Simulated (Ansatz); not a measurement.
Program: Ansatz. Geometries: PBE0-D4/def2-TZVP. ΔE: electronic, gas phase. CBS: MP2 limit from def2 TZ/QZ plus the TZ coupled-cluster correction, frozen cores. This one scheme is used for every species. DFT in def2-TZVPP. B3LYP here is the variant with VWN-RPA as its local correlation; programs differ in this. Each species was taken in one conformer, which may not be the lowest.

Reaction (cleavage of the Si–Al bond): `[NH2][AlH][SiH2]O` + `OCS` → `O[SiH2]OCS` + `[NH2][AlH2]`

CCSD(T)/CBS gives -1.41 eV.

Question: Another level gave -1.22 eV. Which?
A. B3LYP/def2-TZVPP
B. PBE0/def2-TZVPP
C. MP2/def2-TZVPP
D. CCSD/def2-TZVPP

Answer: B. PBE0 -1.22, CCSD/def2-TZVPP -1.42, MP2/def2-TZVPP -1.52, B3LYP -1.36 eV.

Largest T1 diagnostic among the species: 0.012.

From PBE to PBE0 (25 % exact exchange), in def2-TZVPP and without D4, ΔE moves by −0.07 eV. The D4 term adds −0.07 eV with B3LYP and −0.04 eV with PBE0; it sums over pairs of atoms, weighted by their polarisabilities, and B3LYP, whose exchange is more repulsive, gets the larger term.
